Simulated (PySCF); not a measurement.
# B3H3O3

B3H3O3 is a small molecule, neutral, singlet. The structure was relaxed in the gas phase by PBE0-D3(BJ)/def2-SVP. No frequency run checks that it is a minimum.

SMILES: B1OBOBO1

```xyz
9

O     0.235    0.826   -1.058
B    -1.056    0.585   -0.664
O    -1.290   -0.253    0.395
B    -0.248   -0.851    1.056
O     1.037   -0.604    0.650
B     1.286    0.234   -0.406
H    -1.973    1.104   -1.241
H    -0.461   -1.586    1.984
H     2.415    0.448   -0.758
```
Atoms count from 1 in this order.

Shieldings: GIAO PBE0/pcSseg-2. Shifts are against computed references at the same level: H TMS (σ 31.24 ppm). Core levels by delta-SCF with SCAN, pcX-2 on the ionised atom and pcseg-1 elsewhere, spin-free X2C; from the vacuum level, for chosen atoms.

(1) Give the NMR and core-level values of the distinct atoms.

(2) By CAM-B3LYP/def2-SVPD (TDDFT singlets, Tamm-Dancoff triplets, ionisation by delta-SCF), where does absorption start, and what does vertical ionisation take?

Answers

(1) 
```json
{"atoms": "O1 O3 O5", "bonded to": "2 B", "σ (ppm)": "108.8", "δ (ppm)": "-", "core level (eV)": "1s 539.57"}
{"atoms": "B2 B4 B6", "bonded to": "2 O + 1 H", "σ (ppm)": "72.3", "δ (ppm)": "-", "core level (eV)": "1s 198.46"}
{"atoms": "H7 H8 H9", "bonded to": "1 B", "σ (ppm)": "26.59", "δ (ppm)": "4.66", "core level (eV)": "-"}
```

Values are those of this one static structure; atoms that internal rotation interchanges would show their mean in an NMR spectrum.

(2) The first singlet with intensity lies at 7.69 eV (f 0.068); what lies below it is dark. The lowest singlet lies at 7.61 eV (f 0.000), the strongest of the first 6 at 7.69 eV (f 0.068), the lowest triplet at 7.00 eV; vertical ionisation takes 12.27 eV.
